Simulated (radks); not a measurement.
Values are calculated unless marked as measured or tabulated.
The silver ion Ag+, [Kr] 4d10. Code: a radial shooting solver on a logarithmic mesh with Libxc functionals. Model: non-relativistic Kohn-Sham, exchange-only PBE, spin-polarised, spherical densities, point nucleus. Every spin shell is full or empty, so the densities are truly spherical. Functionals are evaluated on that one density, not self-consistently. Rank these exchange functionals by their error against the exact value of the orbitals, and give that value: LDA, PW86, OPTX, AM05, SOGGA, TPSS, r2SCAN, MS2, TASK.

Answer. Exact: -143.697 hartree. From best to worst, with 100 (|E| - |E exact|)/|E exact| (equal figures are ties): r2SCAN -0.07, PW86 -0.14, TPSS -0.24, MS2 -0.55, OPTX +1.20, TASK -2.26, SOGGA -2.30, AM05 -4.60, LDA -4.95.
